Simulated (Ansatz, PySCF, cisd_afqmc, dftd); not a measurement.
System: C2H4F2, charge 0, singlet. C2H4F2 (SMILES CC(F)F).
B3LYP-D3(BJ)/def2-TZVP minimum from Ansatz (an electronic-structure program):
```xyz
8

C     -1.3204    -0.2682     0.2745
C      0.1571    -0.0050     0.3262
F      0.8317    -0.9303    -0.4286
F      0.4396     1.2267    -0.2069
H     -1.6614    -0.2239    -0.7598
H     -1.5343    -1.2557     0.6828
H     -1.8501     0.4819     0.8614
H      0.5843    -0.0306     1.3314
```
Charge 0, spin multiplicity 1.

Wanted: enthalpy of formation at 298 K (by atomisation, with ideal-gas terms from PySCF's Hessian at B3LYP-D3(BJ)/def2-TZVP and the atoms' measured values of the G2/97 table; no spin-orbit terms), in kJ/mol. Radicals and triplets start from unrestricted determinants; spin-orbit coupling is neglected. Correlated methods leave the cores frozen. Rows without X2C or -DK are non-relativistic. The Monte Carlo rows (phaseless AFQMC, CISD trial, step 0.005/hartree) carry one-sigma bars that omit the constraint's bias. Outlying blocks are dropped, and bars are widened where a walk drifts. Over all cases where full CI ran beside it in this data, AFQMC minus full CI had a median of +0.1 mEh and passed +0.4 mEh in a tenth of the cases. CBS(X,Y): correlation extrapolated as X^-3, Hartree-Fock from the larger set (Q,5: extrapolated as (X+1)exp(-9√X)). A bracket is a step between two methods taken in the basis named. Functionals run without relativity, which enters their misses. Double hybrids freeze cores in their MP2 part. '+ core + X2C': CCSD(T) terms for core correlation (cc-pwCVTZ) and scalar relativity (cc-pVTZ-DK). For partners of very few electrons the exact lower level stands in for a higher one.

Measured: -118.8 kcal/mol, -497.0 kJ/mol (CRC Handbook, as tabulated in the package chemicals); atomic spin-orbit terms, which the calculations lack, would raise the computed values.

```json
[
 {"level": "HF/cc-pV5Z", "program": "Ansatz", "enthalpy of formation at 298 K (kJ/mol)": "321.7", "error against that value": "818.7"},
 {"level": "HF/CBS(cc-pVQZ,cc-pV5Z)", "program": "Ansatz", "enthalpy of formation at 298 K (kJ/mol)": "321.5", "error against that value": "818.5"},
 {"level": "PBE-D4/def2-TZVPD", "program": "Ansatz + dftd4", "enthalpy of formation at 298 K (kJ/mol)": "-585.7", "error against that value": "-88.7"},
 {"level": "B3LYP-D4/def2-TZVPD", "program": "Ansatz + dftd4", "enthalpy of formation at 298 K (kJ/mol)": "-495.9", "error against that value": "1.1"},
 {"level": "PBE0-D4/def2-TZVPD", "program": "Ansatz + dftd4", "enthalpy of formation at 298 K (kJ/mol)": "-512.5", "error against that value": "-15.5"},
 {"level": "CAM-B3LYP-D3(BJ)/def2-TZVPD", "program": "Ansatz + dftd3", "enthalpy of formation at 298 K (kJ/mol)": "-522.2", "error against that value": "-25.2"},
 {"level": "wB97X-V/def2-TZVPD", "program": "Ansatz", "enthalpy of formation at 298 K (kJ/mol)": "-507.6", "error against that value": "-10.6"},
 {"level": "B2PLYP/def2-TZVPD", "program": "Ansatz", "enthalpy of formation at 298 K (kJ/mol)": "-468.2", "error against that value": "28.8"},
 {"level": "MP2/cc-pVTZ", "program": "Ansatz", "enthalpy of formation at 298 K (kJ/mol)": "-495.9", "error against that value": "1.1"},
 {"level": "CCSD(T)/cc-pVQZ", "program": "Ansatz", "enthalpy of formation at 298 K (kJ/mol)": "-473.7", "error against that value": "23.3"},
 {"level": "CCSD(T)/CBS(cc-pVTZ,cc-pVQZ) + core + X2C", "program": "Ansatz", "enthalpy of formation at 298 K (kJ/mol)": "-509.6", "error against that value": "-12.6"},
 {"level": "CCSDT(Q)/cc-pVDZ", "program": "Ansatz", "enthalpy of formation at 298 K (kJ/mol)": "-269.8", "error against that value": "227.2"},
 {"level": "AFQMC/CISD/cc-pVTZ", "program": "cisd_afqmc", "enthalpy of formation at 298 K (kJ/mol)": "-433.2 ± 1.1", "error against that value": "63.8"},
 {"level": "CCSD(T)/CBS(cc-pVQZ,cc-pV5Z) + [AFQMC/CISD - CCSD(T)]/cc-pVTZ + core + X2C", "program": "Ansatz + cisd_afqmc", "enthalpy of formation at 298 K (kJ/mol)": "-510.9 ± 1.1", "error against that value": "-13.9"},
 {"level": "CCSD(T)/CBS(cc-pVQZ,cc-pV5Z) + [CCSDT(Q) - CCSD(T)]/cc-pVDZ + core + X2C", "program": "Ansatz", "enthalpy of formation at 298 K (kJ/mol)": "-510.6", "error against that value": "-13.6"}
]
```

The highest level lies far from the tabulated value, which was not checked at its source: another state or conformer, missing terms or a fault of the table are possible.
